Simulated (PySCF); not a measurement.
Species: C₃H₇FSi.
Bonds: C1–C2 (double), C2–Si3, Si3–C4, C4–F5. Hydrogens: H6, H7 on C1; H8 on C2; H9, H10 on Si3; H11, H12 on C4.

The same species was optimised twice, with GFN2-xTB and with PBE0-D3(BJ)/def2-SVP (PySCF), and the same property calculations (PySCF, gas phase) were run on both structures.

| coordinate | GFN2-xTB | PBE0-D3(BJ)/def2-SVP | change |
| --- | --- | --- | --- |
| Si3–H9 (Å) | 1.466 | 1.497 | +0.031 |
| Si3–H10 (Å) | 1.466 | 1.495 | +0.029 |
| Si3–C4 (Å) | 1.923 | 1.903 | -0.020 |
| C1–H7 (Å) | 1.078 | 1.096 | +0.018 |
| C1–H6 (Å) | 1.080 | 1.096 | +0.016 |
| C2–Si3 (Å) | 1.881 | 1.866 | -0.015 |
| C2–H8 (Å) | 1.085 | 1.098 | +0.013 |
| C1=C2 (Å) | 1.325 | 1.338 | +0.013 |
| C4–H11 (Å) | 1.092 | 1.105 | +0.013 |
| C4–H12 (Å) | 1.093 | 1.105 | +0.012 |
| C4–F5 (Å) | 1.382 | 1.384 | +0.002 |
| F5–C4–H11 (°) | 106.2 | 109.0 | +2.8 |
| F5–C4–H12 (°) | 106.2 | 108.9 | +2.7 |
| C2–Si3–H9 (°) | 112.2 | 109.6 | -2.6 |
| Si3–C4–H12 (°) | 113.1 | 110.7 | -2.4 |
| C4–Si3–H9 (°) | 106.7 | 109.0 | +2.3 |
| C2–Si3–C4 (°) | 107.4 | 109.5 | +2.1 |
| H9–Si3–H10 (°) | 111.6 | 109.9 | -1.7 |
| C1–C2–Si3 (°) | 125.2 | 123.8 | -1.4 |
| C1–C2–Si3–C4 (°) | 133 | 123 | -10 |
| C2–Si3–C4–F5 (°) | 60 | 60 | 0 |

Rotational constants: A = 7721, B = 2024, C = 1750 MHz (GFN2-xTB) against A = 7693, B = 2041, C = 1786 MHz (PBE0-D3(BJ)/def2-SVP). Point groups within 0.08 Å: C1 and C1.

On the GFN2-xTB structure: lowest triplet, Tamm–Dancoff (eV) 4.33 [CAM-B3LYP/def2-SVPD]; isotropic polarisability (au) 65.0 [CAM-B3LYP/def2-SVPD]; HOMO (eV) -9.34 [CAM-B3LYP/def2-SVPD]; LUMO (eV) 0.61 [CAM-B3LYP/def2-SVPD]; dipole (D) 1.75 [CAM-B3LYP/def2-SVPD]; HOMO (eV) -7.95 [PBE0/pcSseg-1]; LUMO (eV) -0.44 [PBE0/pcSseg-1]; dipole (D) 1.74 [PBE0/pcSseg-1]; GIAO shielding of C1 (ppm) 42.6 [PBE0/pcSseg-1]; GIAO shielding of C2 (ppm) 48.2 [PBE0/pcSseg-1]; GIAO shielding of Si3 (ppm) 396.4 [PBE0/pcSseg-1]; GIAO shielding of C4 (ppm) 107.3 [PBE0/pcSseg-1]; GIAO shielding of F5 (ppm) 470.8 [PBE0/pcSseg-1].

Problem. What do these properties become on the PBE0-D3(BJ)/def2-SVP structure?

Solution. 
| property | level | on GFN2-xTB | on PBE0-D3(BJ)/def2-SVP | change |
| --- | --- | --- | --- | --- |
| lowest triplet, Tamm–Dancoff (eV) | CAM-B3LYP/def2-SVPD | 4.33 | 4.21 | -0.12 |
| isotropic polarisability (au) | CAM-B3LYP/def2-SVPD | 65.0 | 66.0 | +1.0 |
| HOMO (eV) | CAM-B3LYP/def2-SVPD | -9.34 | -9.30 | +0.04 |
| LUMO (eV) | CAM-B3LYP/def2-SVPD | 0.61 | 0.52 | -0.09 |
| dipole (D) | CAM-B3LYP/def2-SVPD | 1.75 | 1.67 | -0.08 |
| energy, GFN2-xTB geometry as zero (kcal/mol) | CAM-B3LYP/def2-SVPD | 0.0 | -1.1 | -1.1 |
| HOMO (eV) | PBE0/pcSseg-1 | -7.95 | -7.93 | +0.02 |
| LUMO (eV) | PBE0/pcSseg-1 | -0.44 | -0.53 | -0.09 |
| dipole (D) | PBE0/pcSseg-1 | 1.74 | 1.67 | -0.07 |
| energy, GFN2-xTB geometry as zero (kcal/mol) | PBE0/pcSseg-1 | 0.0 | -1.1 | -1.1 |
| GIAO shielding of C1 (ppm) | PBE0/pcSseg-1 | 42.6 | 38.2 | -4.4 |
| GIAO shielding of C2 (ppm) | PBE0/pcSseg-1 | 48.2 | 45.0 | -3.2 |
| GIAO shielding of Si3 (ppm) | PBE0/pcSseg-1 | 396.4 | 392.0 | -4.4 |
| GIAO shielding of C4 (ppm) | PBE0/pcSseg-1 | 107.3 | 107.2 | -0.1 |
| GIAO shielding of F5 (ppm) | PBE0/pcSseg-1 | 470.8 | 469.0 | -1.8 |

The heavy atoms differ by 0.051 Å rms after alignment. Among all bonds Si3–H9 changes most (+0.031 Å). Changes are differences of the printed values. Neither structure is proved a minimum here.

The values belong to the conformer `[CH2:1]=[CH:2][SiH2:3][CH2:4][F:5]`: C1–C2–Si3–C4 123°, C2–Si3–C4–F5 60°.
